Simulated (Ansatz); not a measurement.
Q: Name a neutral molecule of Al, C, N, Si and H with LUMO energy (B3LYP/def2-TZVPP) between -1.25 and -0.95 eV and HOMO energy (PBE0/def2-TZVPP) between -6.30 and -6.00 eV (Ansatz, PBE0-D4/def2-TZVP geometry).

A: `C[SiH]1[NH][AlH]1` (-1.15 eV, -6.22 eV); `C[N]1[AlH][CH]1[SiH3]` (-1.18 eV, -6.03 eV); `C[N]1[SiH2][Al]1[CH3]` (-0.96 eV, -6.28 eV). Other molecules can fit too; these were computed, each in one conformer that needn't be the lowest.

B3LYP here is the variant with VWN-RPA as its local correlation; programs differ in this.
